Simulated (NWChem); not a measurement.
System: GeF cation, singlet

The following NWChem deck was run.

```
start job
memory heap 200 mb stack 900 mb global 1100 mb
charge 1
geometry units angstroms noautoz
  F      0.000000     0.000000    -1.332319
  Ge     0.000000     0.000000     0.376597
end
basis spherical
  F library 6-31g*
  Ge library 6-31g*
end
dft
  xc pbe0
  iterations 150
  mulliken
end
task dft energy
```

Low-valent species are run as closed-shell singlets; no triplet was tried in these runs. Structure relaxed at the PBE-D3(BJ)/def2-SVP level.

Task: Predict the main results of this run. (PBE0/6-31G* (spherical d).) Quantities: basis functions; energy (Ha); highest occupied level (eV); orbital gap (eV).

Result: 
```
Property                        Value
---------------------------  --------
number of basis functions          46
energy (Ha)                  -2175.91
highest occupied level (eV)    -17.82
orbital gap (eV)                 7.82
```
